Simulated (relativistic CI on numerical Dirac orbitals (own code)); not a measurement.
# Calculated levels, Hf LXVI

Method of calculation: Dirac-Coulomb-Breit CI, KLI orbitals optimised for each configuration, model QED (radiative potential, 1s self-energy scaled to tabulated hydrogen-like ionisation energies), unscaled Slater integrals (own radial code, finite nucleus).

CI space (outside the closed core 1s2): 2s2 2p3, 2s 2p4, 2p5, 2p4 3s, 2p4 3p, 2s2 2p2 3s, 2p4 3d, 2s2 2p2 3p, 2s2 2p2 3d, 2s 2p3 3s, 2s 2p3 3p, 2s 2p3 3d, 2s2 2p2 4s, 2s2 2p2 4p, 2s2 2p2 4d, 2s2 2p2 4f, 2s2 2p 3s2, 2s 2p3 4s, 2s2 2p 3s 3p, 2s 2p3 4p, 2s 2p3 4d, 2s 2p3 4f, 2s2 2p2 5s, 2s2 2p 3s 3d, 2s2 2p 3p2, 2s2 2p2 5p, 2s2 2p2 5d, 2s2 2p2 5f, 2s2 2p2 5g, 2s2 2p 3p 3d, 2s 2p2 3s2, 2s2 2p 3d2, 2s 2p2 3s 3p, 2s 2p2 3s 3d, 2s 2p2 3p2, 2s 2p2 3p 3d. Levels of other configurations are missing.

The lowest level is 2s2 2p3 2P°_3/2, with 49 % of that term; Hund's rules for 2s2 2p3 give 4S° with J = 3/2, of which the calculation keeps J, while another term leads.

| No. | Configuration | Term | J | E (Ry) | % | Landé g | jj configuration (%) |
| --- | --- | --- | --- | --- | --- | --- | --- |
| 1 | 2s2 2p3 | 2P° | 3/2 | 0.000 | 49 | 1.315 | 2p3/2 (100) |
| 2 | 2s2 2p3 | 4S° | 3/2 | 89.789 | 55 | 1.434 | 2p1/2 2p3/2^2 (100) |
| 3 | 2s2 2p3 | 2D° | 5/2 | 91.497 | 100 | 1.164 | 2p1/2 2p3/2^2 (100) |
| 4 | 2s2 2p3 | 2P° | 1/2 | 95.199 | 100 | 0.619 | 2p1/2 2p3/2^2 (100) |
| 5 | 2s 2p4(3P) | 4P | 5/2 | 114.235 | 70 | 1.445 | 2s 2p3/2^2 (100) |
| 6 | 2s 2p4(1S) | 2S | 1/2 | 121.807 | 65 | 1.999 | 2s 2p3/2^2 (100) |
| 7 | 2s 2p4(3P) | 2P | 3/2 | 121.921 | 51 | 1.171 | 2s 2p3/2^2 (100) |
| 8 | 2s2 2p3 | 2P° | 3/2 | 185.190 | 51 | 1.286 | 2p3/2^3 (99) |
| 9 | 2s 2p4(3P) | 4P | 3/2 | 206.006 | 85 | 1.584 | 2s 2p1/2 2p3/2^3 (100) |
| 10 | 2s 2p4(1D) | 2D | 5/2 | 209.021 | 70 | 1.281 | 2s 2p1/2 2p3/2^3 (100) |
| 11 | 2s 2p4(3P) | 2P | 1/2 | 213.619 | 64 | 1.349 | 2s 2p1/2 2p3/2^3 (100) |
| 12 | 2s 2p4(1D) | 2D | 3/2 | 214.259 | 55 | 1.010 | 2s 2p1/2 2p3/2^3 (100) |
| 13 | 2p5 | 2P° | 3/2 | 241.279 | 99 | 1.300 | 2p3/2^3 (99) |
| 14 | 2s 2p4(3P) | 4P | 1/2 | 304.744 | 39 | 1.871 | 2s 2p3/2^4 (100) |
| 15 | 2p5 | 2P° | 1/2 | 333.225 | 100 | 0.619 | 2p1/2 2p3/2^4 (100) |
| 16 | 2p2(3P) 3s | 4P | 1/2 | 612.215 | 46 | 1.992 | 2p1/2^2 3s (100) |
| 17 | 2p2(1S) 3p | 2P° | 1/2 | 619.619 | 46 | 0.647 | 2p1/2^2 3p1/2 (100) |
| 18 | 2p2(1S) 3p | 2P° | 3/2 | 647.283 | 35 | 1.321 | 2p1/2^2 3p3/2 (100) |
| 19 | 2p2(1S) 3d | 2D | 3/2 | 653.713 | 43 | 0.783 | 2p1/2^2 3d3/2 (100) |
| 20 | 2p2(1S) 3d | 2D | 5/2 | 661.531 | 36 | 1.188 | 2p1/2^2 3d5/2 (100) |
| 21 | 2p2(3P) 3s | 4P | 3/2 | 703.058 | 88 | 1.653 | 2p1/2 2p3/2 3s (100) |
| 22 | 2p2(3P) 3s | 2P | 1/2 | 703.809 | 67 | 1.294 | 2p1/2 2p3/2 3s (100) |
| 23 | 2p2(1D) 3s | 2D | 5/2 | 704.510 | 65 | 1.307 | 2p1/2 2p3/2 3s (100) |
| 24 | 2p2(1D) 3s | 2D | 3/2 | 705.003 | 64 | 0.954 | 2p1/2 2p3/2 3s (100) |
| 25 | 2p2(3P) 3p | 4P° | 1/2 | 710.376 | 49 | 1.728 | 2p1/2 2p3/2 3p1/2 (100) |
| 26 | 2p2(3P) 3p | 4D° | 3/2 | 710.837 | 55 | 1.127 | 2p1/2 2p3/2 3p1/2 (100) |
| 27 | 2p2(1D) 3p | 2F° | 5/2 | 711.829 | 50 | 1.044 | 2p1/2 2p3/2 3p1/2 (100) |
| 28 | 2p2(1D) 3p | 2P° | 3/2 | 714.814 | 43 | 1.305 | 2p1/2 2p3/2 3p1/2 (99) |
| 29 | 2s 2p3(2P°)<3P°> 3s | 4P° | 5/2 | 724.440 | 48 | 1.591 | 2s 2p3/2 3s (98) |
| 30 | 2s 2p3(2P°)<3P°> 3s | 2P° | 3/2 | 726.576 | 35 | 1.428 | 2s 2p3/2 3s (98) |
| 31 | 2s 2p3(2P°)<1P°> 3s | 2P° | 1/2 | 731.319 | 41 | 0.839 | 2s 2p3/2 3s (96) |
| 32 | 2s 2p3(2P°)<1P°> 3s | 2P° | 3/2 | 732.052 | 38 | 1.367 | 2s 2p3/2 3s (98) |
| 33 | 2s 2p3(2P°)<3P°> 3p | 4P | 3/2 | 732.600 | 29 | 1.664 | 2s 2p3/2 3p1/2 (99) |
| 34 | 2s 2p3(2P°)<3P°> 3p | 2D | 5/2 | 732.666 | 26 | 1.332 | 2s 2p3/2 3p1/2 (99) |
| 35 | 2p2(3P) 3p | 4D° | 5/2 | 737.456 | 52 | 1.407 | 2p1/2 2p3/2 3p3/2 (99) |
| 36 | 2p2(3P) 3p | 2P° | 1/2 | 737.805 | 36 | 1.533 | 2p1/2 2p3/2 3p3/2 (97) |
| 37 | 2p2(3P) 3p | 2D° | 3/2 | 738.105 | 53 | 1.133 | 2p1/2 2p3/2 3p3/2 (100) |
| 38 | 2p2(1D) 3p | 2F° | 7/2 | 738.609 | 65 | 1.216 | 2p1/2 2p3/2 3p3/2 (100) |
| 39 | 2s 2p3(2P°)<1P°> 3p | 2P | 1/2 | 738.865 | 36 | 1.251 | 2s 2p3/2 3p1/2 (99) |
| 40 | 2s 2p3(2P°)<1P°> 3p | 2D | 3/2 | 738.985 | 35 | 0.960 | 2s 2p3/2 3p1/2 (99) |
| 41 | 2p2(1D) 3p | 2P° | 3/2 | 740.146 | 31 | 1.404 | 2p1/2 2p3/2 3p3/2 (97) |
| 42 | 2p2(1D) 3p | 2D° | 5/2 | 740.693 | 66 | 1.175 | 2p1/2 2p3/2 3p3/2 (100) |
| 43 | 2p2(1D) 3p | 2P° | 1/2 | 742.368 | 86 | 0.639 | 2p1/2 2p3/2 3p3/2 (99) |
| 44 | 2p2(3P) 3d | 4F | 3/2 | 744.783 | 43 | 0.919 | 2p1/2 2p3/2 3d3/2 (99) |
| 45 | 2p2(3P) 3d | 4F | 5/2 | 744.888 | 53 | 0.955 | 2p1/2 2p3/2 3d3/2 (99) |
| 46 | 2p2(3P) 3d | 4D | 1/2 | 745.213 | 79 | 0.245 | 2p1/2 2p3/2 3d3/2 (100) |
| 47 | 2p2(1D) 3d | 2G | 7/2 | 746.097 | 54 | 1.003 | 2p1/2 2p3/2 3d3/2 (99) |
| 48 | 2p2(3P) 3d | 2D | 5/2 | 747.242 | 37 | 1.123 | 2p1/2 2p3/2 3d3/2 (98) |
| 49 | 2p2(1D) 3d | 2D | 3/2 | 747.661 | 46 | 1.099 | 2p1/2 2p3/2 3d3/2 (98) |
| 50 | 2p2(1D) 3d | 2P | 1/2 | 748.366 | 38 | 1.609 | 2p1/2 2p3/2 3d3/2 (99) |
| 51 | 2p2(3P) 3d | 4D | 7/2 | 751.319 | 46 | 1.295 | 2p1/2 2p3/2 3d5/2 (99) |
| 52 | 2p2(3P) 3d | 2P | 3/2 | 752.709 | 39 | 1.317 | 2p1/2 2p3/2 3d5/2 (98) |
| 53 | 2p2(1D) 3d | 2G | 9/2 | 752.804 | 65 | 1.166 | 2p1/2 2p3/2 3d5/2 (100) |
| 54 | 2p2(3P) 3d | 2F | 5/2 | 752.882 | 44 | 1.134 | 2p1/2 2p3/2 3d5/2 (99) |
| 55 | 2p2(1D) 3d | 2D | 5/2 | 754.089 | 59 | 1.243 | 2p1/2 2p3/2 3d5/2 (98) |
| 56 | 2p2(1D) 3d | 2F | 7/2 | 754.695 | 70 | 1.122 | 2p1/2 2p3/2 3d5/2 (98) |
| 57 | 2p2(3P) 3d | 2D | 3/2 | 755.146 | 58 | 0.960 | 2p1/2 2p3/2 3d5/2 (99) |
| 58 | 2p2(3P) 3d | 2P | 1/2 | 755.514 | 57 | 1.214 | 2p1/2 2p3/2 3d5/2 (99) |
| 59 | 2s 2p3(2P°)<3P°> 3p | 4D | 7/2 | 759.061 | 49 | 1.419 | 2s 2p3/2 3p3/2 (98) |
| 60 | 2s 2p3(2P°)<3P°> 3p | 2P | 3/2 | 759.764 | 31 | 1.502 | 2s 2p3/2 3p3/2 (99) |
| 61 | 2s 2p3(2P°)<3P°> 3p | 4P | 5/2 | 761.083 | 38 | 1.403 | 2s 2p3/2 3p3/2 (99) |
| 62 | 2s 2p3(2P°)<3P°> 3p | 2P | 1/2 | 761.397 | 40 | 1.412 | 2s 2p3/2 3p3/2 (99) |
| 63 | 2s 2p3(2P°)<1P°> 3p | 2D | 5/2 | 765.937 | 33 | 1.255 | 2s 2p3/2 3p3/2 (99) |
| 64 | 2s 2p3(2P°)<3P°> 3d | 4D° | 5/2 | 766.194 | 30 | 1.239 | 2s 2p3/2 3d3/2 (99) |
| 65 | 2s 2p3(2P°)<3P°> 3d | 4D° | 3/2 | 766.573 | 29 | 1.341 | 2s 2p3/2 3d3/2 (99) |
| 66 | 2s 2p3(2P°)<3P°> 3d | 2F° | 7/2 | 766.817 | 24 | 1.221 | 2s 2p3/2 3d3/2 (97) |
| 67 | 2s 2p3(2P°)<3P°> 3d | 4P° | 1/2 | 766.882 | 46 | 2.238 | 2s 2p3/2 3d3/2 (99) |
| 68 | 2s 2p3(2P°)<1P°> 3p | 2P | 3/2 | 767.209 | 36 | 1.220 | 2s 2p3/2 3p3/2 (99) |
| 69 | 2s 2p3(2D°)<3D°> 3p | 4P | 1/2 | 767.563 | 39 | 1.746 | 2s 2p3/2 3p3/2 (99) |
| 70 | 2s 2p3(2P°)<1P°> 3d | 2D° | 3/2 | 772.365 | 34 | 0.925 | 2s 2p3/2 3d3/2 (85) |

Energies count from the lowest computed level; ° marks odd parity. Percentages are summed over parent terms; the parents shown are those of the largest component, closed shells are left out there, and <> holds an intermediate term. Filled j subshells are mostly left out of the jj labels.

The mean weight of the leading LS term, summed over parents, in these 70 levels is 52 %, and that of the leading jj configuration (from the same eigenvectors) 99 %, so jj coupling describes them better and the LS labels are nominal.

At this charge energies of transitions that change n are usually good to better than 1 %, and those within a shell (Δn = 0) to a few per cent.

LS names give the leading component of a level, which can be under half, so a name can repeat, a term be missing and a line seem to break the LS rules.
